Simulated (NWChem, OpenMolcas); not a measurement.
How basis sets differ on SnF4 (SMILES [F][Sn]([F])([F])[F])

The species is SnF4 (5 atoms), meant as a singlet with charge 0. As SMILES, `[F][Sn]([F])([F])[F]`. The shape is that of a PBE0-D4/def2-TZVP optimisation.

```tsv
atom	x (Å)	y (Å)	z (Å)
F	0.1303	-0.8714	1.6567
Sn	0.0099	-0.0147	-0.0083
F	-1.2854	1.3400	0.0781
F	-0.4776	-1.2638	-1.3208
F	1.6725	0.7362	-0.4472
```

Quantity: the HOMO–LUMO gap, in eV. The values are calculated.

| level | kind | program | value (eV) | CPU time |
| --- | --- | --- | --- | --- |
| HF/ANO-RCC-MB (DKH2) | Hartree–Fock | OpenMolcas | 16.58 | 5.3 s |
| HF/STO-3G | Hartree–Fock | OpenMolcas | 18.46 | 5 s |
| HF/3-21G | Hartree–Fock | NWChem | 17.49 | 7 s |
| HF/def2-SVP (core potential) | Hartree–Fock | OpenMolcas | 18.11 | 12 s |

All-electron rows without a relativistic Hamiltonian named are non-relativistic, while core potentials hold scalar relativity, so basis and relativity change together. The values span 16.58 to 18.46 eV. A Hartree–Fock LUMO above zero doesn't converge with the basis: it sinks as sets grow more diffuse. Orbital gaps aren't excitation energies. CPU times are rough (shared hosts, several kinds of processor and program).
